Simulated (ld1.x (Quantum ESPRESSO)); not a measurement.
# Cr (Z = 24): one change to a TM potential, before and after

* Element: Cr
* Generator: ld1.x (Quantum ESPRESSO) 7.5
* Type: norm-conserving Troullier–Martins (Kleinman–Bylander form)
* Functional: PW91
* Relativity: scalar-relativistic
* Frozen core: [Ar]
* Valence charge: 6
* Reference configuration: 3d5 4s0.75 4p0 (charge +0.25)
* Partial waves: 4s (bound): rc 2.50 bohr; 4p (bound, empty): rc 3.20 bohr; 3d (bound): rc 1.60 bohr; 4f channel at 0.05 Ry: rc 3.30 bohr
* Local potential: the f channel
* Core correction: a·sin(br)/r model core inside 1.00 bohr

All-electron outer shells of the reference configuration (PW91, scalar-relativistic, ld1.x):

| shell | level (eV) | outermost node (bohr) | outermost maximum (bohr) |
| --- | --- | --- | --- |
| 3s | -75.58 | 0.36 | 0.78 |
| 3p | -47.08 | 0.33 | 0.80 |
| 4s | -5.44 | 1.12 | 2.71 |
| 3d | -4.57 | – | 0.84 |
| 4p | -2.17 | 1.24 | 3.70 |

Change: all radii but the core radius scaled by about 0.81 (s 2.04, p 2.60, d 1.30, f 2.68 bohr).

Cutoffs: the cutoffs (Ry, on a coarse ladder) from which the occupation-weighted sum of valence levels, in a spherical-Bessel basis at the reference potential, stays within 10 and 1 mRy of its value at 400 Ry; they do not see the model core or the augmentation charge, which bear on the density cutoff. Errors are all-electron minus pseudo energies relative to the spin-unpolarised reference configuration.

Problem. What does the change do?

Solution. The potential gets harder (90 Ry and 100 Ry → 120 Ry and 140 Ry); of the 7 tests that both files solve, the error grows in 0 and shrinks in 2 by more than 15 % and 0.3 meV (median size 37.1 → 31.2 meV); neither file shows a bound ghost. A smaller radius makes the pseudo-wave follow the all-electron one further in, where it bends more sharply, so more plane waves are needed.

| quantity | base | changed |
| --- | --- | --- |
| cutoff, loose | 90 Ry | 120 Ry |
| cutoff, tight | 100 Ry | 140 Ry |
| loose cutoff by channel (10 mRy a level) | s 6 Ry, d 80 Ry | s 6 Ry, d 100 Ry |
| bound ghosts | none | none |
| error for 3d5 4s1 4p0, meV [ΔE -1.19 eV] | -0.8 | -0.8 |
| error for 3d5 4s0 4p0, meV [ΔE 5.75 eV] | -13 | -12 |
| error for 3d4 4s0 4p0, meV [ΔE 21.88 eV] | -94 | -87 |
| error for 3d5 4s0.5 4p0, meV [ΔE 1.54 eV] | -1.3 | -1.3 |
| error for 3d4 4s2 4p0, meV [ΔE -1.27 eV] | -149 | -116 |
| error for 3d6 4s0 4p0, meV [ΔE 0.53 eV] | -37 | -31 |
| error for 3d3 4s0 4p0, meV [ΔE 52.72 eV] | -854 | -836 |
